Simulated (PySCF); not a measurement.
## Correlation energy of P(3+) (phosphorus, charge +3)

[Ne] 3s2, closed-shell 1S. All numbers are calculated (PySCF 2.14, no relativity, point nucleus, in dyall-av2z). Frozen: [Ne]; 2 electrons correlated; the 16 highest virtual orbitals of each spin left out.

With two correlated electrons CCSD is exact within the correlated space (frozen core and kept virtual orbitals).

```tsv
level	correlation energy (mhartree)
CCSD	-48.37
```

Diagnostics: T1 = 0.0041, D1 = 0.0058, largest double amplitude 0.116.

Cost of the coupled-cluster step: of the order of 0.13 core-seconds, for 2 correlated electrons.

Iterations:

```
CC2 = 0
CCSD nocc = 1, nmo = 29
frozen orbitals [0, 1, 2, 3, 4, 34, 35, 36, 37, 38, 39, 40, 41, 42, 43, 44, 45, 46, 47, 48, 49]
max_cycle = 100
direct = 0
conv_tol = 1e-08
conv_tol_normt = 1e-06
diis_space = 8
diis_start_cycle = 0
Init t2, MP2 energy = -338.588833867223  E_corr(MP2) -0.0326675418942718
Init E_corr(CCSD) = -0.0326675418946155
cycle = 1  E_corr(CCSD) = -0.0423174968182567  dE = -0.00964995492  norm(t1,t2) = 0.0468547
cycle = 2  E_corr(CCSD) = -0.0458265744193117  dE = -0.0035090776  norm(t1,t2) = 0.0196805
cycle = 3  E_corr(CCSD) = -0.0483833396025959  dE = -0.00255676518  norm(t1,t2) = 0.00866958
cycle = 4  E_corr(CCSD) = -0.0483718576115787  dE = 1.1481991e-05  norm(t1,t2) = 0.000233598
cycle = 5  E_corr(CCSD) = -0.0483751412879173  dE = -3.28367634e-06  norm(t1,t2) = 1.80389e-05
cycle = 6  E_corr(CCSD) = -0.0483732961845763  dE = 1.84510334e-06  norm(t1,t2) = 4.60191e-06
cycle = 7  E_corr(CCSD) = -0.0483736515706113  dE = -3.55386035e-07  norm(t1,t2) = 1.1757e-06
cycle = 8  E_corr(CCSD) = -0.0483736560863439  dE = -4.51573261e-09  norm(t1,t2) = 3.1725e-08
CCSD converged
E(CCSD) = -338.6045399814146  E_corr = -0.04837365608634391
```
